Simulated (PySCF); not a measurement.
C5H14N2Si.
Numbering: `[NH2:1][CH2:2][C@@H:3]1[CH2:4][CH2:5][N:6]([SiH3:7])[CH2:8]1` (hydrogens: H9, H10 on N1; H11, H12 on C2; H13 on C3; H14, H15 on C4; H16, H17 on C5; H18, H19, H20 on Si7; H21, H22 on C8)

The same species was optimised twice, with GFN2-xTB and with PBE0-D3(BJ)/def2-SVP (PySCF), and the same property calculations (PySCF, gas phase) were run on both structures.

```tsv
coordinate	GFN2-xTB	PBE0-D3(BJ)/def2-SVP	change
N6–Si7 (Å)	1.710	1.729	+0.019
C2–C3 (Å)	1.528	1.521	-0.007
N1–C2 (Å)	1.455	1.448	-0.007
C5–N6 (Å)	1.441	1.448	+0.007
N6–C8 (Å)	1.445	1.452	+0.007
C3–C8 (Å)	1.545	1.550	+0.005
C4–C5 (Å)	1.527	1.523	-0.004
C3–C4 (Å)	1.537	1.535	-0.002
C5–N6–C8 (°)	107.0	108.7	+1.7
N1–C2–C3 (°)	110.2	111.5	+1.3
C2–C3–C4 (°)	112.3	113.0	+0.7
C3–C8–N6 (°)	106.0	105.4	-0.6
C3–C4–C5 (°)	103.4	103.9	+0.5
C2–C3–C8 (°)	113.1	113.6	+0.5
C5–N6–Si7 (°)	125.6	125.2	-0.4
C4–C3–C8 (°)	104.0	104.4	+0.4
N1–C2–C3–C4 (°)	-168	-173	-5
```

Rotational constants: A = 3250, B = 938.8, C = 786.5 MHz (GFN2-xTB) against A = 3227, B = 930.6, C = 775.8 MHz (PBE0-D3(BJ)/def2-SVP). Point groups within 0.08 Å: C1 and C1.

On the GFN2-xTB structure: HOMO (eV) -6.25 [PBE0/pcSseg-1]; LUMO (eV) 0.76 [PBE0/pcSseg-1]; dipole (D) 0.87 [PBE0/pcSseg-1]; GIAO shielding of N1 (ppm) 228.9 [PBE0/pcSseg-1]; GIAO shielding of C2 (ppm) 132.3 [PBE0/pcSseg-1]; GIAO shielding of C3 (ppm) 141.4 [PBE0/pcSseg-1]; GIAO shielding of C4 (ppm) 150.7 [PBE0/pcSseg-1]; GIAO shielding of C5 (ppm) 133.1 [PBE0/pcSseg-1]; GIAO shielding of N6 (ppm) 231.8 [PBE0/pcSseg-1]; GIAO shielding of Si7 (ppm) 407.7 [PBE0/pcSseg-1]; GIAO shielding of C8 (ppm) 130.8 [PBE0/pcSseg-1].

What do these properties become on the PBE0-D3(BJ)/def2-SVP structure?

| property | level | on GFN2-xTB | on PBE0-D3(BJ)/def2-SVP | change |
| --- | --- | --- | --- | --- |
| HOMO (eV) | PBE0/pcSseg-1 | -6.25 | -6.26 | -0.01 |
| LUMO (eV) | PBE0/pcSseg-1 | 0.76 | 0.81 | +0.05 |
| dipole (D) | PBE0/pcSseg-1 | 0.87 | 1.16 | +0.29 |
| energy, GFN2-xTB geometry as zero (kcal/mol) | PBE0/pcSseg-1 | 0.0 | -1.3 | -1.3 |
| GIAO shielding of N1 (ppm) | PBE0/pcSseg-1 | 228.9 | 229.0 | +0.1 |
| GIAO shielding of C2 (ppm) | PBE0/pcSseg-1 | 132.3 | 132.2 | -0.1 |
| GIAO shielding of C3 (ppm) | PBE0/pcSseg-1 | 141.4 | 140.3 | -1.1 |
| GIAO shielding of C4 (ppm) | PBE0/pcSseg-1 | 150.7 | 149.7 | -1.0 |
| GIAO shielding of C5 (ppm) | PBE0/pcSseg-1 | 133.1 | 131.9 | -1.2 |
| GIAO shielding of N6 (ppm) | PBE0/pcSseg-1 | 231.8 | 231.5 | -0.3 |
| GIAO shielding of Si7 (ppm) | PBE0/pcSseg-1 | 407.7 | 406.6 | -1.1 |
| GIAO shielding of C8 (ppm) | PBE0/pcSseg-1 | 130.8 | 129.9 | -0.9 |

The heavy atoms differ by 0.039 Å rms after alignment. Among bonds between heavy atoms N6–Si7 changes most (+0.019 Å). Changes are differences of the printed values. Neither structure is proved a minimum here.
